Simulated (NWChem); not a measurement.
System: SbH2Br; SMILES [Br][SbH2]

Here is an NWChem input.

```
start job
memory heap 200 mb stack 900 mb global 1100 mb
geometry units angstroms noautosym nocenter noautoz
  Sb     0.006222     0.953830     0.000000
  H     -1.204568     1.050748     1.215619
  H     -1.204568     1.050748    -1.215619
  Br     0.071891    -1.580294     0.000000
end
basis spherical
  * library def2-svpd
end
ecp
  Sb library def2-ecp
end
dft
  xc xpbe96 cpbe96
  iterations 150
end
property
  response 1 0.0
end
task dft property
```

Parts of the log:

```
             Northwest Computational Chemistry Package (NWChem) 7.3.0
             --------------------------------------------------------

                             Geometry "geometry" -> ""
                             -------------------------

 Output coordinates in angstroms (scale by  1.889725989 to convert to a.u.)

  No.       Tag          Charge          X              Y              Z
 ---- ---------------- ---------- -------------- -------------- --------------
    1 Sb                  51.0000     0.00622200     0.95383000     0.00000000
    2 H                    1.0000    -1.20456800     1.05074800     1.21561900
    3 H                    1.0000    -1.20456800     1.05074800    -1.21561900
    4 Br                  35.0000     0.07189100    -1.58029400     0.00000000

 Effective nuclear repulsion energy (a.u.)     415.9433298459

                                 NWChem DFT Module
                                 -----------------

 Summary of "ao basis" -> "ao basis" (spherical)
 ------------------------------------------------------------------------------
       Tag                 Description            Shells   Functions and Types
 ---------------- ------------------------------  ------  ---------------------
 Sb                        def2-svpd                12       32   5s4p3d
 H                         def2-svpd                 4        8   2s2p
 Br                        def2-svpd                15       41   6s5p4d

            General Information
            -------------------
          SCF calculation type: DFT
          Wavefunction type:  closed shell.
          No. of atoms     :     4
          No. of electrons :    60
           Alpha electrons :    30
            Beta electrons :    30
          Charge           :     0
          Spin multiplicity:     1
          Use of symmetry is: off; symmetry adaption is: off
          Maximum number of iterations: 150
          AO basis - number of functions:    89
                     number of shells:    35
          Convergence on energy requested:  1.00D-06
          Convergence on density requested:  1.00D-05
          Convergence on gradient requested:  5.00D-04

              XC Information
              --------------
          PerdewBurkeErnzerhof Exchange Functional  1.000
            Perdew 1991 LDA Correlation Functional  1.000 local
           PerdewBurkeErnz. Correlation Functional  1.000 non-local

             Grid Information
             ----------------
          Grid used for XC integration:  medium
          Radial quadrature: Mura-Knowles
          Angular quadrature: Lebedev.
          Tag              B.-S. Rad. Rad. Pts. Rad. Cut. Ang. Pts.
          ---              ---------- --------- --------- ---------
          Sb                  1.45      123          12.0       590
          H                   0.35       45          12.0       434
          Br                  1.15      112          12.0       590
          Grid pruning is: on
          Number of quadrature shells:   325
          Spatial weights used:  Erf1

      Superposition of Atomic Density Guess
      -------------------------------------

 Sum of atomic energies:       -2850.69533310

      Non-variational initial energy
      ------------------------------

 Total energy =   -2812.450115
 1-e energy   =   -4389.533459
 2-e energy   =    1382.959885
 HOMO         =      -0.275795
 LUMO         =      -0.034954

   convergence    iter        energy       DeltaE   RMS-Dens  Diis-err
 ---------------- ----- ----------------- --------- --------- ---------
 d= 0,ls=0.0,diis     1  -2814.8756802044 -3.01D+03  1.72D-02  3.66D-01
 d= 0,ls=0.0,diis     2  -2814.8186487852  5.70D-02  1.15D-02  6.22D-01
 d= 0,ls=0.0,diis     3  -2814.9091473932 -9.05D-02  3.71D-03  5.69D-02
 d= 0,ls=0.0,diis     4  -2814.9193258428 -1.02D-02  9.32D-04  3.28D-03
 d= 0,ls=0.0,diis     5  -2814.9198791144 -5.53D-04  2.22D-04  4.27D-04
  Resetting Diis
 d= 0,ls=0.0,diis     6  -2814.9199406261 -6.15D-05  4.63D-05  9.78D-06
 d= 0,ls=0.0,diis     7  -2814.9199426505 -2.02D-06  3.01D-05  9.76D-07
 d= 0,ls=0.0,diis     8  -2814.9199424391  2.11D-07  1.83D-05  1.91D-06
 d= 0,ls=0.0,diis     9  -2814.9199428663 -4.27D-07  1.75D-06  2.02D-08

         Total DFT energy =    -2814.919942866349
      One electron energy =    -4390.142722612237
           Coulomb energy =     1492.114284460647
    Exchange-Corr. energy =     -111.014963687053
 Nuclear repulsion energy =      194.123458972294

 Numeric. integr. density =       60.000036180507

                       DFT Final Molecular Orbital Analysis
                       ------------------------------------

 Vector   28  Occ=2.000000D+00  E=-2.826916D-01
              MO Center=  1.2D-01, -3.1D-01,  7.6D-09, r^2= 3.6D+00
   Bfn.  Coefficient  Atom+Function         Bfn.  Coefficient  Atom+Function
  ----- ------------  ---------------      ----- ------------  ---------------
    64      0.363708  4 Br px                61      0.347168  4 Br px
     3      0.286649  1 Sb s                 12      0.286393  1 Sb px
    58     -0.230497  4 Br px                65     -0.184371  4 Br py
     4      0.181158  1 Sb s                 13      0.175266  1 Sb py
    15      0.168831  1 Sb px                62     -0.169483  4 Br py

 Vector   29  Occ=2.000000D+00  E=-2.544849D-01
              MO Center= -3.7D-02, -1.3D+00, -1.6D-08, r^2= 2.5D+00
   Bfn.  Coefficient  Atom+Function         Bfn.  Coefficient  Atom+Function
  ----- ------------  ---------------      ----- ------------  ---------------
    66      0.551547  4 Br pz                63      0.514238  4 Br pz
    60     -0.338985  4 Br pz                33     -0.128513  2 H  s
    41      0.128513  3 H  s                 57      0.110204  4 Br pz
    14     -0.098633  1 Sb pz                34     -0.085184  2 H  s
    42      0.085184  3 H  s                 69      0.064953  4 Br pz

 Vector   30  Occ=2.000000D+00  E=-2.370168D-01
              MO Center=  1.6D-02, -3.3D-01, -1.9D-09, r^2= 4.1D+00
   Bfn.  Coefficient  Atom+Function         Bfn.  Coefficient  Atom+Function
  ----- ------------  ---------------      ----- ------------  ---------------
    64      0.440638  4 Br px                61      0.406151  4 Br px
     3     -0.287178  1 Sb s                 12     -0.285568  1 Sb px
    58     -0.266497  4 Br px                 4     -0.190604  1 Sb s
    15     -0.174885  1 Sb px                33      0.162805  2 H  s
    41      0.162805  3 H  s                  1      0.123080  1 Sb s

 Vector   31  Occ=0.000000D+00  E=-1.035263D-01
              MO Center= -3.6D-02,  4.7D-01, -2.1D-09, r^2= 5.1D+00
   Bfn.  Coefficient  Atom+Function         Bfn.  Coefficient  Atom+Function
  ----- ------------  ---------------      ----- ------------  ---------------
    13      0.517887  1 Sb py                16      0.421991  1 Sb py
    65      0.397562  4 Br py                 5      0.332319  1 Sb s
    62      0.317313  4 Br py                 4     -0.303887  1 Sb s
    54     -0.272714  4 Br s                  3     -0.220179  1 Sb s
    52      0.217502  4 Br s                 53      0.208298  4 Br s

 Vector   32  Occ=0.000000D+00  E=-4.767885D-02
              MO Center= -6.9D-02,  9.1D-01,  3.7D-08, r^2= 4.4D+00
   Bfn.  Coefficient  Atom+Function         Bfn.  Coefficient  Atom+Function
  ----- ------------  ---------------      ----- ------------  ---------------
    14      0.434074  1 Sb pz                17      0.416874  1 Sb pz
    31     -0.296815  1 Sb d  1              34     -0.243531  2 H  s
    42      0.243531  3 H  s                 33     -0.237216  2 H  s
    41      0.237215  3 H  s                 11     -0.145813  1 Sb pz
    21      0.142530  1 Sb d  1              26     -0.139703  1 Sb d  1

 Vector   33  Occ=0.000000D+00  E=-3.272096D-02
              MO Center= -2.3D-01,  8.6D-01, -1.5D-09, r^2= 6.8D+00
   Bfn.  Coefficient  Atom+Function         Bfn.  Coefficient  Atom+Function
  ----- ------------  ---------------      ----- ------------  ---------------
     5      1.419834  1 Sb s                  4     -0.969245  1 Sb s
     3     -0.423918  1 Sb s                 12      0.306347  1 Sb px
     1      0.172188  1 Sb s                 15      0.162985  1 Sb px
    33      0.158295  2 H  s                 41      0.158296  3 H  s
    32      0.153091  1 Sb d  2              34      0.138899  2 H  s

     Multipole analysis of the density
     ---------------------------------

     L   x y z        total         alpha         beta         nuclear
     -   - - -        -----         -----         ----         -------
     0   0 0 0     -0.000000    -30.000000    -30.000000     60.000000

     1   1 0 0      0.016789     -0.227968     -0.227968      0.472724
     1   0 1 0      0.908527     30.000794     30.000794    -59.093062
     1   0 0 1      0.000000      0.000000      0.000000      0.000000

     2   2 0 0    -34.825832    -22.919050    -22.919050     11.012268
     2   1 1 0     -0.237846     11.257074     11.257074    -22.751994
     2   1 0 1     -0.000000     -0.000000     -0.000000      0.000000
     2   0 2 0    -33.105963   -213.925475   -213.925475    394.744987
     2   0 1 1     -0.000000     -0.000000     -0.000000      0.000000
     2   0 0 2    -33.845089    -22.199612    -22.199612     10.554135

 *** CALLING NEW AORESP DRIVER FOR CLOSED AND OPEN SHELLS ***
 Entering AOResponse driver routine

--------------------------------------------------------------------------------

          -----------------------------------------------
          Solving response equations for perturbing field
          -----------------------------------------------

 number of frequencies:     1
 frequency in a.u.:  0.0000000E+00
 Perturbing field: electric
 Using El. Dipole Length Gauge

 Setting up CPKS with frequency omega =      0.00000000 a.u.

 STATIC response

                                NWChem CPHF Module
                                ------------------

  scftype          =     RHF
  nclosed          =       30
  nopen            =        0
  variables        =     1770
  # of vectors     =        3
  tolerance        = 0.10D-03
  level shift      = 0.00D+00
  max iterations   =       50
  max subspace     =       30

 SCF residual:    4.9616782195336145E-005

Iterative solution of linear equations
  No. of variables     1770
  No. of equations        3
  Maximum subspace       30
        Iterations       50
       Convergence  1.0D-04

   iter   nsub   residual    time
   ----  ------  --------  ---------
     1      3    1.22D+01      24.9
     2      6    2.49D+00      31.1
     3      9    7.64D-01      36.4
     4     12    9.32D-02      41.4
     5     15    2.24D-02      47.8
     6     18    2.28D-03      56.0
     7     21    8.54D-04      64.2
     8     24    1.24D-04      72.7
     9     27    5.26D-06      81.0

 Electric Dipole Response Matrix (nonzero elements):

              1        2        3
    1   60.1014  -2.8682   0.0000
    2   -2.8682  85.9243   0.0000
    3    0.0000   0.0000  59.4426

 ------------------------------------------
 average:        68.48942 + I       0.00000

 DFT Linear Response polarizability / au
 Frequency  =       0.0000000 / au
              X              Y              Z
 -----------------------------------------------
 X      60.1014213     -2.8682383      0.0000005
 Y      -2.8682370     85.9242780      0.0000011
 Z       0.0000005      0.0000011     59.4425628
 -----------------------------------------------
 Eigenvalues =      59.7866721     86.2390272     59.4425628
 Isotropic   =      68.4894207
 Anisotropic =      26.6260775
 -----------------------------------------------

 Magnetic Dipole Response Matrix (nonzero elements):

 Exiting AOResponse driver routine
```

Level: PBE/def2-SVPD with def2 effective core potentials on Sb. Geometry: optimised at PBE0/def2-SVP. Not confirmed as a minimum by frequencies. def2 effective core potentials on Sb; no spin-orbit coupling.
